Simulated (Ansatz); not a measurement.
Species: C₄H₂BrSe (charge -1, singlet). It need not be the lowest isomer of its formula. Whether it binds its extra electron was not tested at this geometry. 
Geometry from a B3LYP-D3(BJ)/def2-TZVP (Ansatz, a program for electronic structure) optimisation:
```
C
C 1 1.3537
H 2 1.0774 1 127.34
C 1 1.4318 2 119.14 3 -180.00
C 4 1.3795 1 118.75 2 0.00
H 4 1.0867 5 121.63 1 180.00
Se 2 1.8878 3 126.63 1 180.00
Br 1 1.9601 2 120.20 3 0.00
```
Charge -1, spin multiplicity 1.

Parts of the frozen-core correlation energy in aug-cc-pVDZ (Ansatz, hartree). Frozen orbitals: 32; correlated occupied orbitals by spin: 16 and 16; virtual: 134 and 134. Spin-orbit coupling is left out. No relativistic terms. The restricted reference is unstable.

```tsv
term	value
reference (HF)	-5124.79322
MP2 opposite-spin	?
MP2 same-spin	?
CCSD correlation	-0.83370
(T)	?
T1 diagnostic	0.018
largest doubles amplitude	0.040
```

Task: Fill in the missing entries.

Result: 
- MP2 opposite-spin, value: -0.58388
- MP2 same-spin, value: -0.22321
- (T), value: -0.04448
